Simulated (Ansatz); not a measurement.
**Relative stability**

The two ends of one reaction step of BSiH₅Cl₂O, singlet (PBE0-D4/def2-TZVP).

A:

```
atom    x (Å)    y (Å)    z (Å)
  B1  -1.1732   0.3181  -0.6450
  H2  -0.5953   1.3732  -0.6822
 Cl3  -1.0554  -0.6200  -2.2085
 Cl4  -2.8405   0.4092   0.0469
 Si5   1.3142   0.0406   0.6309
  O6  -0.2913  -0.5224   0.4021
  H7   1.1922   1.2795   1.4175
  H8   1.9493   0.2440  -0.6844
  H9   1.9606  -1.0514   1.3926
 H10  -0.4606  -1.4709   0.3300
```

B:

B1  (-1.829, -0.566, -0.401)
H2  (0.561, 1.264, -0.634)
Cl3  (-1.456, -1.370, -1.923)
Cl4  (-2.904, 0.809, -0.384)
Si5  (1.640, 0.777, 0.261)
O6  (-1.303, -0.988, 0.759)
H7  (1.334, 1.141, 1.666)
H8  (2.933, 1.381, -0.146)
H9  (1.740, -0.702, 0.145)
H10  (-0.717, -1.745, 0.657)
(Å)

Computed with Ansatz 0.2.0 (basis: def2-TZVPP); correlated methods freeze the cores. B3LYP uses VWN-RPA correlation.

(1) Which structure is lower at CCSD(T), and by how much? (To be estimated.)

The T1 diagnostic stays at or below 0.012.

## Answers

(1) Computed: B, by 4.27 kcal/mol (electronic energy, against the other). By their contacts, A is BSiH₅Cl₂O ([SiH3][OH][BH]([Cl])[Cl]) and B is a complex of BHCl₂O ([OH][B]([Cl])[Cl]) + SiH₄.

All methods give the same order:

```csv
method,E(B) − E(A) (kcal/mol)
SPW92,-0.14
PBE-D4,-5.99
BLYP-D4,-7.29
r2SCAN-D4,-4.98
B97M-V,-7.59
PBE0-D4,-4.26
B3LYP-D4,-5.75
r2SCAN0-D4,-3.60
BHLYP-D4,-3.89
CAM-B3LYP-D4,-4.31
wB97X-V,-3.85
wB97M-V,-3.83
B2PLYP,-5.48
PBE-QIDH,-2.67
RPA on PBE,-5.47
HF,-8.38
MP2,-2.57
CCSD,-4.49
CCSD(T),-4.27
```

Labels in which every atom is bracketed show which atoms are joined, not bond orders.

For scale, one of the runs: CCSD(T)/def2-TZVPP, 258 basis functions, launched by `ansatz run in.yaml --threads 8 --pin off --events-out ev --progress --plain --max-ram 19148MiB`. The run took 23 s on 8 CPU threads of an Intel Xeon 6975P-C (shared host), with 6.3 GiB of host memory at its peak.
